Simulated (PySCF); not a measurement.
Structure from 2D NMR

Compound of formula C9H12Si. Correlations simulated from computed shifts and the bond graph:

HSQC (one-bond C–H):
```csv
δH,δC
7.21,152.3
6.96,155.2
4.69,54.4
1.78,15.8
```

COSY cross peaks (H two or three bonds apart, from the bond graph; peaks can be absent where the dihedral angle is near 90°):
```csv
δH,δH
7.21,6.96
7.21,4.69
4.03,1.78
```

HMBC (two and three bonds, from the bond graph):
```csv
δH,δC
7.21,"155.2, 152.3, 57.9, 54.4"
6.96,"155.2, 152.3, 57.9, 54.4, 15.8"
4.69,"155.2, 152.3"
4.03,"57.9, 15.8"
1.78,"155.2, 57.9"
```

Carbons without hydrogens: δ 57.9.

How the numbers were obtained: coordinates at the GFN2-xTB level, shielding tensors at PBE0/pcSseg-1 (GIAO), in PySCF 2.14 (single conformer, one averaged value for each set of equivalent atoms, no solvent, no relativistic terms).

Referencing at the same level of theory: 1H and 13C vs TMS.

Exchangeable hydrogens are left out of these lists.

**Question.** Which molecule is this?

**Answer.** `C1=CC2(C[SiH3])C=CC1C=C2`.

Mapped SMILES: `[SiH3:1][CH2:2][C@@:3]12[CH:4]=[CH:5][C@@H:6]([CH:7]=[CH:8]1)[CH:9]=[CH:10]2`. Hydrogens are named by the atom that carries them.

1. δC 155.2 is C4/C8/C10, an alkene CH (δH 6.96).
2. δC 152.3 is C5/C7/C9, an alkene CH (δH 7.21).
3. δC 57.9 is C3, an allylic quaternary sp3 carbon.
4. δC 54.4 is C6, an allylic sp3 CH (δH 4.69).
5. δC 15.8 is C2, an sp3 CH2 bonded to Si (δH 1.78).
6. HMBC from δH 7.21 reaches the proton-free carbon C3.
7. HMBC from δH 6.96 reaches the proton-free carbon C3.
8. HMBC from δH 4.03 reaches the proton-free carbon C3.
9. HMBC from δH 1.78 reaches the proton-free carbon C3.
10. COSY links 7.21–6.96, 7.21–4.69, 4.03–1.78.

The shifts were computed for this structure.

Shifts are as computed. Against solution values, carbons near 30 ppm lie about +3 ppm off and those near 130 ppm about +5 ppm. Of 1211 compounds with measured shifts, 218 miss one by over three times the rms of a fit or turn the order of signals round; such compounds aren't used in these exercises.
